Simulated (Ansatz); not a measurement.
E4: LDA (SPW92)/def2-TZVP single points in Ansatz on relaxed structures, gas phase. Core potentials for Sb, no spin–orbit coupling. Binding counts from free atoms in the multiplicity of their measured ground term, without zero-point energy. The structures are stationary points that may keep the symmetry of their start.

```csv
species,atoms,state,geometry,HOMO (eV),LUMO (eV),gap (eV),binding per atom (eV),point group (within 0.1 Å)
PPAsAs tetrahedron (As2P2),4,singlet,r2SCAN-D4/def2-SVP,-6.42,-2.02,4.39,3.73,C2v
PPPSb tetrahedron (SbP3),4,singlet,PBE0-D4/def2-SVP,-6.23,-2.35,3.88,3.67,C3v
AsAsAsSb tetrahedron (SbAs3),4,singlet,PBE0-D4/def2-SVP,-6.01,-2.28,3.72,3.38,C3v
PPSbSb tetrahedron (Sb2P2),4,singlet,r2SCAN-D4/def2-SVP,-5.91,-2.49,3.42,3.40,C2v
PPAsSb tetrahedron (SbAsP2),4,singlet,r2SCAN-D4/def2-SVP,-6.12,-2.39,3.73,3.56,Cs
SbSbSbSb tetrahedron (Sb4),4,singlet,r2SCAN-D4/def2-SVP,-5.60,-2.31,3.29,3.02,Td
PPPAs tetrahedron (AsP3),4,singlet,r2SCAN-D4/def2-SVP,-6.56,-1.93,4.63,3.85,C3v
```

Task: Estimate the rows for PAsAsAs tetrahedron (As3P) (singlet, r2SCAN-D4/def2-SVP geometry); AsSbSbSb tetrahedron (Sb3As) (singlet, PBE-D4/def2-SVP geometry); AsAsAsAs tetrahedron (As4) (singlet, PBE-D4/def2-SVP geometry).

Result: 
```tsv
species	atoms	state	geometry	HOMO (eV)	LUMO (eV)	gap (eV)	binding per atom (eV)	point group (within 0.1 Å)
PAsAsAs tetrahedron (As3P)	4	singlet	r2SCAN-D4/def2-SVP	-6.32	-2.01	4.31	3.62	C3v
AsSbSbSb tetrahedron (Sb3As)	4	singlet	PBE-D4/def2-SVP	-5.69	-2.39	3.30	3.12	C3v
AsAsAsAs tetrahedron (As4)	4	singlet	PBE-D4/def2-SVP	-6.18	-2.06	4.13	3.52	Td
```

The gap (eV) runs from 3.29 (SbSbSbSb tetrahedron) to 4.63 (PPPAs tetrahedron).
